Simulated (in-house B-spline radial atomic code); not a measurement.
A calculation on the iron ion Fe⁴⁺ (with a hole in an inner shell): its settings, and results tabulated from the run. All numbers are computed (Dirac-Kohn-Sham LDA VWN5, spherical fractional occupations; Fermi nucleus of rms radius 3.7377 fm) with a B-spline radial code for spherical atoms, not measured.

In the input, a minus or plus after the letter marks the j = l - 1/2 or j = l + 1/2 subshell.

Command:
```bash
python run_scf.py task.json out
```
Settings (nuclear radius in fm, mass in u):
```
Z                26
configuration    1s2 2s2 2p-2 2p+3 3s2 3p-1 3p+4 3d6
hamiltonian      dirac
method           lda,vwn
spin_polarised   False
nucleus          fermi
rms_radius       3.7377
atomic_mass      55.93494
speed_of_light   137.035999084
```

Output (hartree, bohr):
```
 radial grid: 67 intervals, B-splines of order 8, outer radius 14.6809 bohr

 iter        energy (Eh)    residual
    1       -1215.862469    8.77e-01
    2       -1228.440657    8.50e-01
    3       -1237.188207    1.80e-01
    4       -1237.840410    3.09e-02
    5       -1237.851880    2.21e-02
    6       -1237.861601    3.36e-03
    7       -1237.861757    9.15e-05
    8       -1237.861757    1.00e-05
    9       -1237.861757    1.39e-07

 total energy                     -1237.86176
 kinetic                            1254.9978
 electron-nucleus                  -2909.7196
 Hartree                             466.5795
 exchange-correlation                -49.7194

 first-order corrections (not in the total)
   Gaunt                             0.4847
   retardation                      -0.0412
   frequency dependence             -0.0010
   self-energy                       0.3403
   Uehling                          -0.0288
   Wichmann-Kroll                    0.0002
   recoil                            0.0095

 orbital      occ     eigenvalue          <r>       <r^2>       <1/r>       <r^4>       r_max    small
 1s1/2      2.000      -261.5873    0.0585106  0.00460261     25.9452 5.43977e-05     0.03832  8.72e-03
 2s1/2      2.000       -33.6828     0.263904   0.0822068     5.64902   0.0117387       0.221  1.65e-03
 2p1/2      2.000       -29.8188      0.22948   0.0646773     5.60717  0.00846839      0.1758  1.63e-03
 2p3/2      3.000       -29.3424     0.232434   0.0662204     5.50777  0.00883713      0.1782  1.61e-03
 3s1/2      2.000        -5.7842     0.779433    0.699092     1.82784    0.777451      0.6819  3.82e-04
 3p1/2      1.000        -4.5770      0.79963    0.749162     1.72476    0.950047      0.6794  3.49e-04
 3p3/2      4.000        -4.5119     0.807688    0.764095     1.70168    0.987605      0.6861  3.43e-04
 3d3/2      2.400        -2.5035     0.865462     0.92536     1.46987     1.80104      0.6313  2.67e-04
 3d5/2      3.600        -2.4945     0.868362    0.931368     1.46433      1.8233      0.6334  2.65e-04
```

Cost of the run: 0.84 s on 1 thread of Arm Neoverse V1 (shared host).

For the Dirac Hamiltonian the kinetic term is c α·p + (β - 1)c².
